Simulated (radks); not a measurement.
Problem. All-electron atom: Tc in [Kr] 4d3 5s2 5p2 (not the ground configuration). Calculated with a radial shooting solver on a logarithmic mesh with Libxc functionals: scalar-relativistic Kohn-Sham, BLYP, spin-polarised, spherical densities, finite nucleus; open shells are filled with parallel spins first (spin-orbit coupling, left out, can overturn this in heavy ions); Fermi nuclear charge, rms radius 4.4112 fm. Some entries of the table are withheld. Estimate them.

orbital  occ.  eigenvalue (eV)  <1/r> (bohr^-1)  <r^2> (bohr^2)
1s up       1        -20881.95            44.71        0.001586
1s down     1        -20881.92            44.71        0.001586
2s up       1        -2988.694            10.08         0.02638
2s down     1        -2988.228            10.09         0.02638
2p up       3        -2676.271            9.794         0.02076
2p down     3        -2675.904            9.795         0.02076
3s up       1        -528.8901            3.480          0.1977
3s down     1        -528.6134            3.479          0.1977
3p up       3        -426.4003            3.312          0.2018
3p down     3        -426.0881            3.312          0.2017
3d up       5        -260.5301            3.083          0.1911
3d down     5        -260.0716            3.083          0.1909
4s up       1         -83.7878            1.304           1.242
4s down     1         -81.4876            1.310           1.237
4p up       3         -55.3550            1.169           1.515
4p down     3         -52.9518            1.173           1.513
4d up       3              (1)           0.8685           2.783
4d down     0              (2)           0.8610           2.876
5s up       1          -8.7174           0.4524           9.307
5s down     1          -7.3094           0.4399           9.891
5p up       2          -3.6284           0.3488           15.67
5p down     0          -2.5714           0.3252           18.45

Solution. 
(1) 4d up eigenvalue (eV): -14.9142
(2) 4d down eigenvalue (eV): -12.5788
